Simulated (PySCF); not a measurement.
## Optical rotation: SMILES O[SiH2][Si@H]1C[C@@H]1Cl, C₂H₇ClOSi₂

Geometry:
```
atom   x (Å)   y (Å)   z (Å)
  O1   2.689  -0.720  -1.441
 Si2   1.923  -0.090  -0.153
 Si3  -0.327  -0.016  -0.591
  C4  -1.580  -0.467   0.763
  C5  -1.447   1.027   0.545
 Cl6  -2.874   1.843  -0.093
  H7   2.616  -1.630  -1.713
  H8   2.586   1.207  -0.064
  H9   2.222  -0.897   1.038
 H10  -0.963  -0.152  -1.903
 H11  -2.535  -0.890   0.487
 H12  -1.258  -0.820   1.733
 H13  -1.057   1.604   1.374
```

Method: TDDFT BHandHLYP/def2-SVPD circular dichroism and optical rotation, one conformer, gas phase in PySCF. Geometry: GFN2-xTB.

The molecule is flexible and this is one conformer; a measurement averages over conformers.

Stereocentres: Si3 S, C5 S.

(1) What is the specific rotation at 633, 589.3, 546, 436, 405, 365, 355 nm?

(2) And for the mirror image at 589.3 nm?

(3) What is the molar rotation [Φ] = [α]·M/100 of the geometry above at 589.3 nm?

Answers

(1) [α] in deg dm⁻¹ (g/mL)⁻¹:
```csv
λ (nm),origin-invariant length gauge,modified velocity gauge,length gauge (centre of mass),isotropic polarisability (au)
633,+162.4,+162.9,+163.7,99.2
589.3,+193.8,+194.5,+195.3,99.7
546,+235.6,+236.6,+237.4,100.4
436,+444.3,+447.6,+447.9,103.4
405,+562.7,+567.7,+567.4,104.8
365,+815.6,+825.0,+822.8,107.5
355,+909.8,+921.0,+917.9,108.4
```

(2) -193.8 deg dm⁻¹ (g/mL)⁻¹ (origin-invariant length gauge): the same size and the opposite sign.

(3) With M = 138.70 g/mol, +268.9 deg cm² dmol⁻¹ (origin-invariant length gauge).

The first excitation lies at 5.10 eV (243 nm) with R = +14.3 × 10⁻⁴⁰ esu² cm² (velocity form).
